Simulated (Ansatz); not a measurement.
TiSi₆⁺. Total charge 1; doublet. Geometry PBE0-D4/def2-SVP; atoms count from 1.

```xyz
7

Ti    0.347    1.295    0.914
Si    1.259   -0.422   -0.836
Si    0.507    1.187   -2.284
Si   -1.205    0.455   -0.948
Si    1.830   -1.540    1.080
Si   -2.310    0.172    1.046
Si   -0.428   -1.147    1.028
```

The charge 1 doublet is spin-contaminated (final ⟨S²⟩ up to 0.98, 0.75 for a pure state). No other spin state of charge 1 was run. Another isomer (doublet) lies 0.71 eV lower at PBE0-D4/def2-TZVP; other spin states weren't run for this one.

Estimate the Mulliken populations from the PBE0/def2-TZVP orbitals of Ansatz.


```
atom  charge (e)  spin (α − β)  d electrons
 Ti1        0.50          1.59         2.56
 Si2        0.06         -0.08            –
 Si3        0.09         -0.14            –
 Si4        0.10         -0.10            –
 Si5        0.09         -0.14            –
 Si6        0.05         -0.03            –
 Si7        0.10         -0.10            –
```
Mulliken values and Mayer orders depend strongly on the basis.

Where does the spin sit?

Summed by element: Ti 1.59, Si -0.59, of 1 unpaired in all. Largest on single atoms: Ti1 1.59, Si3 -0.14, Si5 -0.14.

And the Mayer bond orders between bonded heavy atoms (over 0.3)?

Ti1–Si2 0.72 (2.62 Å); Ti1–Si3 0.39 (3.20 Å); Ti1–Si4 0.77 (2.57 Å); Ti1–Si5 0.39 (3.20 Å); Ti1–Si6 0.57 (2.89 Å); Ti1–Si7 0.77 (2.56 Å); Si2–Si3 1.05 (2.29 Å); Si2–Si4 0.41 (2.62 Å); Si2–Si5 1.05 (2.29 Å); Si2–Si7 0.41 (2.62 Å); Si3–Si4 1.05 (2.29 Å); Si4–Si6 1.00 (2.30 Å); Si4–Si7 0.37 (2.66 Å); Si5–Si7 1.05 (2.29 Å); Si6–Si7 1.00 (2.30 Å).
